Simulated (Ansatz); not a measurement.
Molecule: C₃H₇O (charge +1, singlet). It need not be the lowest isomer of its formula. 
Geometry from a B3LYP-D3(BJ)/def2-TZVP (Ansatz, a first-principles code) optimisation:
```
C
H 1 1.0832
C 1 1.4581 2 116.71
H 3 1.0813 1 120.62 2 6.05
H 3 1.0830 4 116.65 1 -159.48
C 1 1.4815 2 118.00 3 166.05
H 6 1.0899 1 111.31 2 50.51
H 6 1.0909 7 110.58 1 -126.18
H 6 1.0951 7 107.26 8 -117.21
O 3 1.5126 4 109.22 5 -129.42
H 10 0.9769 3 111.43 4 142.89
```
Charge +1, spin multiplicity 1.

Parts of the frozen-core correlation energy in 6-31G* (Ansatz, hartree). Frozen orbitals: 4; correlated occupied orbitals by spin: 12 and 12; virtual: 58 and 58. Spin-orbit coupling is left out. Non-relativistic.

```
term                            value
-------------------------  ----------
reference (HF)             -192.22653
MP2 opposite-spin            -0.42306
MP2 same-spin                -0.13778
CCSD correlation             -0.60018
(T)                          -0.01761
T1 diagnostic                   0.013
largest doubles amplitude       0.029
```
